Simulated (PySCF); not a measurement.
SCF from a fresh guess for doublet HIrN, at the PBE0 minimum. PySCF input:

```python
from pyscf import gto, scf, dft
mol = gto.M(atom='''
Ir     0.079860     0.000000    -0.071385
N     -1.199753     0.000000     0.928868
H      1.362312     0.000000     0.855188''',
    basis={'Ir': 'def2-TZVP', 'N': 'def2-TZVP', 'H': 'def2-TZVP'},
    ecp={'Ir': 'def2-TZVP'},
    charge=0, spin=1)
mf = dft.UKS(mol, xc='PBE0')
mf.grids.atom_grid = (50, 194)
aux = {'Ir': 'def2-universal-JKFIT', 'N': 'def2-universal-JKFIT', 'H': 'def2-universal-JKFIT'}
mf = mf.density_fit(auxbasis=aux)
mf.conv_tol = 1e-08
mf.diis_space = 10
mf.max_cycle = 60
mf.init_guess = 'minao'
mf.verbose = 4
mf.kernel()
```

Excerpt of the output (cycles alone):

```
init E= -142.90204575513
cycle= 1 E= -159.395099401996  delta_E= -16.5  |g|= 0.615  |ddm|= 5.77
cycle= 2 E= -158.29469392041  delta_E=  1.1  |g|= 1.73  |ddm|= 1.64
cycle= 3 E= -159.512635240698  delta_E= -1.22  |g|= 0.349  |ddm|= 1.24
cycle= 4 E= -159.556795306237  delta_E= -0.0442  |g|= 0.109  |ddm|= 0.279
cycle= 5 E= -159.561801035046  delta_E= -0.00501  |g|= 0.0245  |ddm|= 0.0963
cycle= 6 E= -159.562067906258  delta_E= -0.000267  |g|= 0.00736  |ddm|= 0.0229
cycle= 7 E= -159.562115601107  delta_E= -4.77e-05  |g|= 0.00269  |ddm|= 0.0159
cycle= 8 E= -159.562127254229  delta_E= -1.17e-05  |g|= 0.000599  |ddm|= 0.0091
cycle= 9 E= -159.562128901815  delta_E= -1.65e-06  |g|= 0.000362  |ddm|= 0.00341
cycle= 10 E= -159.562129233209  delta_E= -3.31e-07  |g|= 0.000132  |ddm|= 0.0015
cycle= 11 E= -159.562129278545  delta_E= -4.53e-08  |g|= 3.65e-05  |ddm|= 0.000572
cycle= 12 E= -159.562129285156  delta_E= -6.61e-09  |g|= 2.14e-05  |ddm|= 0.000155
Extra cycle  E= -159.562129287024  delta_E= -1.87e-09  |g|= 1.62e-05  |ddm|= 6.59e-05
converged SCF energy = -159.562129287024  <S^2> = 0.76060412  2S+1 = 2.0105762
```

No lower solution of this spin was found from smeared starts or by a stability analysis within the unrestricted form.

With open d or f shells other occupations or spin states may lie lower. Spin–orbit coupling, left out here, can matter for elements this heavy.

The search for the lowest solution, 3 starts and the stability check together, took 13 s on 2 threads of a shared Arm Neoverse N1 host, with 77 basis functions; the process peaked at 0.34 GiB. Launch command: `OMP_NUM_THREADS=2 python axn.py task.json out`.
